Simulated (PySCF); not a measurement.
# Static response to an electric field

Species: AlCl2(CCH), C2HAlCl2.
Cartesian coordinates in Å at the PBE0-D3(BJ)/def2-SVP level; atoms count from 1:
```xyz
6
C2HAlCl2 angstrom
Al     0.5792    1.0198    0.0098
Cl     2.6645    1.0495    0.0505
Cl    -0.4349    2.8429   -0.0358
C     -0.3585   -0.6175    0.0000
C     -0.9601   -1.6788   -0.0084
H     -1.4901   -2.6160   -0.0162
```

Level: wB97X-D/def2-SVPD (PySCF), static field, nuclei fixed, core orbitals frozen in the response. The polarisability tensor in these axes (au):

```
x   74.75  7.81  0.45
y    7.81 84.18 -0.07
z    0.45 -0.07 52.89
```

**Question.** Give the principal values, the mean and the anisotropy Δα = √{½[(α1 − α2)² + (α2 − α3)² + (α1 − α3)²]}.

**Answer.** Principal values 52.88, 70.35 and 88.59 au; mean 70.60 au = 10.46 Å³ = 11.64 × 10⁻⁴⁰ C²·m²/J; Δα = 30.93 au (44 % of the mean).

**Question.** What is the dipole moment, and where does it point?

**Answer.** (-1.06, -1.84, 0.01) D, 2.12 D in size, pointing from the negative to the positive side. Measured along this direction, the outermost atoms are Cl3 and Cl2 at the negative end and H6 at the positive end.

**Question.** Find the Langevin capture rate constant for NH4+ (18.034 u) meeting this molecule (121.927 u), k = 2.342 × 10⁻⁹ cm³/s × √(α in Å³ / reduced mass in u).

**Answer.** The reduced mass is 15.71 u, so k = 1.91 × 10⁻⁹ cm³/s. The formula leaves out the permanent dipole, which adds to the capture rate.

**Question.** Estimate the molar refractivity from the static electronic polarisability.

**Answer.** Lorentz–Lorenz: R = (4π/3)N_A α = 2.5225 cm³/(mol·Å³) × 10.46 Å³ = 26.4 cm³/mol, in the limit of long wavelengths.

**Question.** What would n − 1 = 2πNα be for an ideal gas of these molecules at 500 K and 1 atm, electronic part alone?

**Answer.** N = p/kT = 1.4678 × 10¹⁹ cm⁻³, so n − 1 = 2π × N × 10.46 × 10⁻²⁴ cm³ = 965 × 10⁻⁶ at long wavelengths.

Geometry: PBE0-D3(BJ)/def2-SVP; no solvent, vibrations or thermal averaging.

The run behind these numbers computed excited states as well. Time: 7.4 s of wall time. Hardware: x86-64 server, one thread, no GPU, shared host.
